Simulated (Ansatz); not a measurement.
Coupled-cluster diagnostics for the cluster Al₆V⁻, Ansatz.

Geometry of the singlet (r2SCAN-D4/def2-SVPD):

Cartesian coordinates in Å:
```
V 0.523 -1.442 0.177
Al -1.079 1.823 0.363
Al -0.727 0.073 -1.496
Al 1.331 0.999 -0.028
Al 0.128 0.089 2.163
Al -1.872 -0.811 0.738
Al 1.696 -0.731 -1.916
```

Correlated methods freeze 35 core orbitals; core or outer-core shells of V are correlated, in sets that lack core-valence functions. Another isomer (singlet) lies 0.15 eV lower at PBE0-D4/def2-TZVPD; other spin states weren't run for this one.

(1) Estimate the CCSD(T) correlation energy, the shares of MP2 and (T), T1 and the reference's ⟨S²⟩ for: charge -1, singlet, own geometry in def2-SVPD; and the rough time on 4 threads of Arm Neoverse V1 on a shared host.

Results:

(1) 
| state | basis | correlation (eV) | MP2 share (%) | (T) share (%) | T1 | ⟨S²⟩ (pure) | wall time | remarks |
| --- | --- | --- | --- | --- | --- | --- | --- | --- |
| charge -1, singlet, own geometry | def2-SVPD | -26.200 | 88.5 | 11.9 | 0.131 | 0.00 (0.00) | 3.2 min | large T1, restricted SCF unstable |
Customary marks for T1 are 0.02 (closed shells), 0.045 (open shells) and about 0.05 (3d metals). T1 exceeds 0.02 in 1 of 1 rows and 0.045 in 1; the higher it lies, the less the single-reference result can be trusted.
